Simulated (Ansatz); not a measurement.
The same ligand exchange along the group Ti, Zr, Hf.

Computed with Ansatz on PBE0-D4/def2-TZVP structures; ΔE is electronic, products minus reactants. CCSD(T)/CBS is the MP2 limit (def2-TZVPP, def2-QZVPP) plus CCSD(T) − MP2 in def2-TZVPP, frozen cores. This one scheme is used for every species. DFT in def2-TZVPP. def2 core potentials past Kr. For Hf, Ti, Zr outer-core shells are correlated without core-valence functions, which leaves a few kJ/mol of doubt a bond. Scalar relativity is left out up to krypton. One conformer a species, not always the lowest.

```
                                                         reaction  PBE0-D4 (kJ/mol)  MP2/CBS(def2) (kJ/mol)  revPBE-D4 (kJ/mol)
`[NH2][Ti]([NH2])([F])[F]` + H–F → `[NH2][Ti]([F])([F])[F]` + NH₃              -101                     -88                -103
`[NH2][Zr]([NH2])([F])[F]` + H–F → `[NH2][Zr]([F])([F])[F]` + NH₃              -117                    -110                -118
`[NH2][Hf]([NH2])([F])[F]` + H–F → `[NH2][Hf]([F])([F])[F]` + NH₃              -115                    -109                -118
```

Problem. Give the CCSD(T)/CBS values in the same order. (Estimate.)

Solution. Ansatz gave: -91, -112, -111 kJ/mol.

Largest T1 diagnostic: 0.024, for `[NH2][Ti]([NH2])([F])[F]`.
